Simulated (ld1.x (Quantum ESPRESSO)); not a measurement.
**calcium: PAW pseudisation with PBE, scalar-relativistic reference atom.**

* Element: Ca
* Generator: ld1.x (Quantum ESPRESSO) 7.5
* Type: PAW
* Functional: PBE
* Relativity: scalar-relativistic
* Frozen core: [Ne]
* Valence charge: 10
* Reference configuration: 3s2 3p6 3d0 4s1 4p1
* Partial waves: 3s (bound): rcut 1.55, rcutus 1.85 bohr; 4s (bound): rcut 1.55, rcutus 1.85 bohr; 3p (bound): rcut 1.70, rcutus 2.20 bohr; 4p (bound): rcut 1.70, rcutus 2.20 bohr; 3d (bound, empty): rcut 2.60, rcutus 3.50 bohr; 3d channel at 4.25 Ry: rcut 2.60, rcutus 3.50 bohr
* Local potential: all-electron potential smoothed inside 2.50 bohr (lloc = -1)
* Core correction: a·sin(br)/r model core, default radius (ld1.x builds one for every PAW set, though the input has nlcc=.false.)
* Augmentation charge: PSQ, inside the norm-conserving radii

All-electron outer shells of the reference configuration (PBE, scalar-relativistic, ld1.x):

| shell | level (eV) | outermost node (bohr) | outermost maximum (bohr) |
| --- | --- | --- | --- |
| 2s | -415.77 | 0.10 | 0.30 |
| 2p | -336.13 | – | 0.25 |
| 3s | -48.45 | 0.45 | 0.99 |
| 3p | -29.35 | 0.42 | 1.04 |
| 4s | -4.42 | 1.42 | 3.33 |
| 3d | -3.03 | – | 1.26 |
| 4p | -1.94 | 1.62 | 4.28 |

What the tests gave:

| Property | Result |
| --- | --- |
| Cutoffs needed | 25 Ry and 30 Ry (the cutoffs (Ry, on a coarse ladder) from which the occupation-weighted sum of valence levels, in a spherical-Bessel basis at the reference potential, stays within 10 and 1 mRy of its value at 400 Ry) |
| Ghost test | no extra level below or beside the all-electron valence levels (s, p, d, f tested) (spherical-Bessel basis up to 400 Ry, 20 bohr box) |
| Largest excitation error | -87 meV (all-electron minus pseudo) for 3s2 3p6 3d1 4s1 4p0, out of 7 test configurations |
| Lowest eigenvalue of the overlap operator | 0.11 (p channel) |
| Density cutoff estimated by the generator | 153 Ry |

Generation and tests took about 2 s on one core of a shared server CPU.
